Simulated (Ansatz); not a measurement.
Consider the formal hydrolysis of a Ti–F bond: `[F][Ti]([F])([F])[SH]` + H₂O → `[OH][Ti]([F])([F])[SH]` + H–F.

Program: Ansatz. Geometries: PBE0-D4/def2-TZVP. ΔE: electronic, gas phase. CBS: MP2 limit from def2 TZ/QZ plus the TZ coupled-cluster correction, frozen cores. This one scheme is used for every species. For Ti outer-core shells are correlated without core-valence functions, which leaves a few kJ/mol of doubt a bond. Scalar relativity is left out up to krypton. One conformer a species, not always the lowest.

```csv
species,CCSD(T)/CBS(def2) energy (Eh)
`[F][Ti]([F])([F])[SH]`,-1546.91893
H₂O,-76.37941
`[OH][Ti]([F])([F])[SH]`,-1522.89092
H–F,-100.39570
```

(1) Work out ΔE.

Largest T1 diagnostic among the species: 0.025, so the coupled-cluster value is less sure than usual.

Results:

(1) ΔE = (-1522.89092) + (-100.39570) − (-1546.91893) − (-76.37941) = 0.01172 Eh = +30.8 kJ/mol.

The D4 term adds −3.3 kJ/mol with B3LYP and −1.8 kJ/mol with PBE0; it sums over pairs of atoms, weighted by their polarisabilities, and B3LYP, whose exchange is more repulsive, gets the larger term. In def2-TZVPP, CCSD(T) changes the Hartree–Fock value by −5.7 kJ/mol (the triples alone add −0.9 kJ/mol) and MP2 by −9.4 kJ/mol.

B3LYP here is the variant with VWN-RPA as its local correlation; programs differ in this.
